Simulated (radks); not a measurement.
Results of a calculation; reference values are marked as such.
Problem. These are the eigenvalues of the occupied orbitals of an atom or ion with whole-number occupations (eV). Code: a radial shooting solver on a logarithmic mesh with Libxc functionals. Model: scalar-relativistic Kohn-Sham, r2SCAN, spin-polarised, spherical densities, finite nucleus; meta-GGA in the generalised Kohn-Sham scheme; Fermi nuclear charge, rms radius of each element as measured or else 0.836 A^(1/3) + 0.57 fm.

| orbital | eigenvalue |
|---|---|
| 1s down | -24225.47 |
| 1s up | -24225.46 |
| 2s up | -3560.332 |
| 2s down | -3560.090 |
| 2p up | -3190.344 |
| 2p down | -3190.166 |
| 3s up | -656.8336 |
| 3s down | -656.7757 |
| 3p up | -534.2135 |
| 3p down | -534.1294 |
| 3d up | -339.9780 |
| 3d down | -339.7961 |
| 4s up | -99.4727 |
| 4s down | -98.5841 |
| 4p up | -64.4645 |
| 4p down | -63.5295 |
| 4d up | -15.1221 |
| 4d down | -14.2326 |

Which element is it, and in what charge state? The configuration may be excited. Open shells, if any, are filled with parallel spins first.

Solution. Z = 46, palladium, charge +1: Pd+ in [Kr] 4d9. The list shows which subshells hold electrons but not how many an open one holds; the 1s level, -890.27 hartree, gives Z - s = 42.2 by -(Z - s)^2/2, which with screening and relativity narrows Z to a few neighbours, and the depths of the outer levels then fix element, charge and occupations together.
